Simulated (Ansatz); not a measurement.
BFH5NSi, SMILES `BN[SiH2]F`, relaxed with RKS PBE-D4/def2-SVP in Ansatz from a rough embedded geometry. The force threshold is 0.03 eV/Å; the program also tests the step.

Charge 0, multiplicity 1.

Start:

```xyz
9

B    -0.415    1.266    0.603
N    -0.444   -0.243    0.788
Si    0.231   -0.921   -0.701
F     0.339   -2.541   -0.671
H    -1.164    1.794   -0.153
H     0.180    1.958    1.399
H     0.230   -0.464    1.536
H     1.607   -0.340   -0.954
H    -0.563   -0.508   -1.848
```

| step | energy (eV) | largest force (eV/Å) | largest move (Å) |
| --- | --- | --- | --- |
| 1 | -12828.1239 | 2.466 | 0.000 |
| 2 | -12828.3861 | 2.310 | 0.200 |
| 3 | -12828.6136 | 1.202 | 0.138 |
| 4 | -12828.7953 | 0.666 | 0.199 |
| 5 | -12828.9080 | 0.292 | 0.199 |
| 6 | -12828.9491 | 0.198 | 0.200 |
| 7 | -12828.9736 | 0.329 | 0.168 |
| 8 | -12828.9789 | 0.342 | 0.070 |
| 9 | -12828.9836 | 0.269 | 0.099 |
| 10 | -12828.9844 | 0.167 | 0.161 |
| 11 | -12828.9893 | 0.185 | 0.065 |
| 12 | -12828.9928 | 0.050 | 0.039 |
| 13 | -12828.9933 | 0.031 | 0.017 |
| 14 | -12828.9934 | 0.009 | 0.009 |

End:

```xyz
9

B    -0.629    1.221    0.764
N     0.254    0.128    0.604
Si    0.374   -0.890   -0.823
F    -0.354   -2.333   -0.553
H    -1.370    1.516   -0.156
H    -0.630    1.849    1.806
H     0.867   -0.100    1.394
H     1.816   -1.192   -1.094
H    -0.328   -0.199   -1.943
```

Run time 17 s (2 threads of an Arm Neoverse V2 on a shared host); peak host memory 0.15 GiB.
